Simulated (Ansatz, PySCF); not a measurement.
This Ansatz (a quantum-chemistry and plane-wave program) input computes a PBE0/def2-TZVPD energy:

Ansatz 0.2 input:
```yaml
crystal:
  periodic: [false, false, false]
  atoms:
    - {symbol: Si, position_ang: [0.84824678, -0.59641019, 0.04507869]}
    - {symbol: Cl, position_ang: [-0.79182118, 0.65985134, -0.04806900]}
    - {symbol: H, position_ang: [0.77772322, -1.36293283, 1.31430731]}
    - {symbol: H, position_ang: [0.80778190, -1.50479739, -1.12823590]}
basis:
  gaussian:
    orbitals: def2-TZVPD
hamiltonian:
  xc: {name: PBE0}
magnetization: {spin_polarized: true, initial_magnetization: 1}
output: {forces: true}
```

### Question
Write an input for the same energy in PySCF and say what it gives.

### Answer

```python
from pyscf import gto, scf, dft

mol = gto.M(
    atom='''
    Si    0.84824678   -0.59641019    0.04507869
    Cl   -0.79182118    0.65985134   -0.04806900
    H     0.77772322   -1.36293283    1.31430731
    H     0.80778190   -1.50479739   -1.12823590
    ''',
    basis='def2-tzvpd',
    charge=0,
    spin=1,
    verbose=4,
)

mf = dft.UKS(mol, xc='pbe0').density_fit(auxbasis='def2-universal-jkfit')
mf.grids.level = 3
mf.conv_tol = 1e-9
mf.max_cycle = 100
mf.max_memory = 1500
mf.kernel()
if not mf.converged:
    mf = mf.newton()
    mf.kernel(mf.make_rdm1())
for _ in range(2):
    mo, _, stable, _ = mf.stability(return_status=True)
    if stable:
        break
    mf.kernel(mf.make_rdm1(mo, mf.mo_occ))
mf.analyze()
```
It gives -750.63304 Eh, and Ansatz -750.63300 Eh, a difference of 0.04 mEh, from the treatment of integrals and grids.

It need not be the lowest isomer of its formula.
